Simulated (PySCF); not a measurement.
Species: C₂H₅ClOSi₂.
Numbering: `[CH:1]#[C:2][Si@H:3]([Cl:4])[O:5][SiH3:6]` (hydrogens: H7 on C1; H8 on Si3; H9, H10, H11 on Si6)

Method: PySCF, PBE0-D3(BJ)/def2-SVP geometry optimisation, gas phase; density fitting, grid level 1; the optimiser is geomeTRIC in internal coordinates, started from a GFN2-xTB structure with every atom displaced at random (about 0.01 Å).

Step 0: E = -32454.3558 eV
```
atom  x, y, z in Å  |  force x, y, z in eV/Å
C1     -3.3047    2.6941    0.2817   -1.087  -0.700  -0.514
C2     -2.4295    3.3718    0.7277    2.058   1.680   1.102
Si3    -1.0514    4.3827    1.4070    0.227  -1.131   0.027
Cl4    -0.8459    6.0712    0.3253   -0.076   0.818  -0.457
O5      0.3393    3.5392    1.2803   -1.213   0.723   0.560
Si6     1.5799    2.7586    0.5976    0.248  -0.262   0.462
H7     -4.1020    2.1417   -0.1157   -0.855  -0.704  -0.443
H8     -1.1607    4.6755    2.8285   -0.409   0.253   0.410
H9      1.0116    1.6405   -0.1274   -0.029  -0.785  -0.567
H10     2.3866    2.3336    1.7527    0.511  -0.284   0.037
H11     2.2710    3.6922   -0.2651    0.625   0.392  -0.617
```

Step 1: E = -32454.5748 eV
```
atom  x, y, z in Å  |  force x, y, z in eV/Å
C1     -3.3365    2.7247    0.2905   -0.201   0.031  -0.067
C2     -2.4606    3.4387    0.7409    0.136  -0.122  -0.029
Si3    -1.0613    4.3827    1.4364   -0.264   0.491  -0.277
Cl4    -0.8933    6.1530    0.3372    0.054  -0.442   0.256
O5      0.3065    3.5082    1.3217    0.350  -0.145  -0.010
Si6     1.6056    2.7310    0.6172   -0.048   0.070  -0.075
H7     -4.1374    2.1270   -0.1168    0.106   0.035   0.056
H8     -1.3443    4.7518    2.8410    0.110  -0.027  -0.002
H9      1.1397    1.5376   -0.1540   -0.045   0.082   0.053
H10     2.5496    2.2819    1.6814   -0.102   0.045   0.039
H11     2.3263    3.6647   -0.3030   -0.096  -0.017   0.055
```

Step 2: E = -32454.5917 eV
```
atom  x, y, z in Å  |  force x, y, z in eV/Å
C1     -3.3389    2.7234    0.2828   -0.059   0.098   0.004
C2     -2.4559    3.4289    0.7334    0.080  -0.092  -0.006
Si3    -1.0610    4.3759    1.4354   -0.114   0.278  -0.183
Cl4    -0.8545    6.1231    0.3358   -0.001  -0.202   0.125
O5      0.3103    3.5048    1.3290    0.143  -0.087   0.074
Si6     1.6011    2.7382    0.6150   -0.061   0.050  -0.019
H7     -4.1381    2.1257   -0.1198    0.013  -0.020   0.002
H8     -1.3190    4.7457    2.8430    0.011  -0.015   0.008
H9      1.1183    1.5502   -0.1456   -0.001  -0.001  -0.008
H10     2.5352    2.3028    1.6896   -0.005  -0.003   0.009
H11     2.2969    3.6823   -0.3060   -0.005  -0.005  -0.007
```

Step 3: E = -32454.5959 eV
```
atom  x, y, z in Å  |  force x, y, z in eV/Å
C1     -3.3417    2.7282    0.2773   -0.027   0.071   0.012
C2     -2.4494    3.4215    0.7283    0.042  -0.066  -0.002
Si3    -1.0609    4.3721    1.4360   -0.007   0.072  -0.064
Cl4    -0.8316    6.1000    0.3350   -0.012   0.000   0.008
O5      0.3148    3.5014    1.3454    0.011  -0.040   0.117
Si6     1.5982    2.7433    0.6167   -0.026   0.017  -0.026
H7     -4.1419    2.1311   -0.1229   -0.006  -0.015  -0.010
H8     -1.3204    4.7436    2.8427   -0.018  -0.009   0.006
H9      1.1105    1.5535   -0.1374    0.010  -0.017  -0.015
H10     2.5423    2.3158    1.6856    0.015  -0.011  -0.009
H11     2.2744    3.6908   -0.3142    0.018  -0.001  -0.016
```

Problem. Estimate the geometry and energy of step 4. (The exact step hangs on the optimiser's Hessian estimate; all steps are aligned on step 3, rigid shifts and turns removed.)

Solution. E = -32454.5984 eV, largest force 0.138 eV/Å
```
atom  x, y, z in Å  |  force x, y, z in eV/Å
C1     -3.3427    2.7346    0.2712   -0.009   0.037   0.010
C2     -2.4400    3.4132    0.7236    0.020  -0.035  -0.005
Si3    -1.0589    4.3688    1.4383    0.035  -0.073   0.020
Cl4    -0.8174    6.0847    0.3349   -0.005   0.108  -0.060
O5      0.3206    3.4974    1.3693   -0.058  -0.002   0.125
Si6     1.5954    2.7464    0.6201    0.012  -0.009  -0.052
H7     -4.1456    2.1410   -0.1292   -0.010  -0.004  -0.011
H8     -1.3328    4.7424    2.8418   -0.018  -0.003   0.002
H9      1.1054    1.5510   -0.1242    0.006  -0.013  -0.009
H10     2.5606    2.3279    1.6736    0.013  -0.008  -0.010
H11     2.2499    3.6939   -0.3269    0.015   0.002  -0.010
```

The energy changes by -0.0025 eV. The first-order estimate −F·Δx gives -0.0038 eV and the mean of the old and new forces, exact on a quadratic surface, -0.0029 eV. The step makes an angle of 71° with the force vector and moves no atom by more than 0.028 Å.

What follows is the cost of the whole optimisation. Hardware: an Arm Neoverse V2 with one thread, shared host with 96 logical CPUs at a one-minute load of 55. Cost: 77 s, 0.52 GiB resident at most.
